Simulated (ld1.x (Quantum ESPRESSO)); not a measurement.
Configuration tests for P (ultrasoft)

* Element: P
* Generator: ld1.x (Quantum ESPRESSO) 7.5
* Type: ultrasoft
* Functional: PBE
* Relativity: non-relativistic
* Frozen core: [Ne]
* Valence charge: 5
* Reference configuration: 3s2 3p2 (charge +1)
* Partial waves: 3s (bound): rcut 1.45, rcutus 1.75 bohr; 3s channel at 2.15 Ry: rcut 1.45, rcutus 1.75 bohr; 3p (bound): rcut 1.35, rcutus 1.80 bohr; 3p channel at -0.75 Ry: rcut 1.35, rcutus 1.80 bohr; 3d channel at 0.35 Ry: rcut 1.15, rcutus 1.40 bohr
* Local potential: all-electron potential smoothed inside 1.55 bohr (lloc = -1)
* Core correction: Bessel-smoothed model core inside 1.10 bohr
* Augmentation charge: PSQ, radius 1.20 bohr

Energies are relative to the spin-unpolarised reference configuration 3s2 3p2; without spin polarisation the order of configurations can differ from experiment.

```tsv
valence configuration	charge	ΔE all-electron (eV)	error AE − PS (meV)
3s2 3p1	+2	19.159	+1.7
3s2 3p0	+3	48.909	+11
3s1 3p0	+4	100.790	+12
3s1 3p4	0	-1.294	+1.3
3s2 3p2.5	+0.5	-5.961	+0.2
```

Task: What are ΔE and the potential's error for 3s0 3p5?

Result: ΔE = 7.281 eV all-electron; the error (AE − PS) is +1.3 meV.

Task: What are ΔE and the potential's error for 3s2 3p3?

Result: ΔE = -9.742 eV all-electron; the error (AE − PS) is +0.5 meV.

Levels in the configuration 3s2 3p1:

```
level  all-electron (eV)  pseudo (eV)
   3s            -33.862      -33.861
   3p            -24.285      -24.281
```
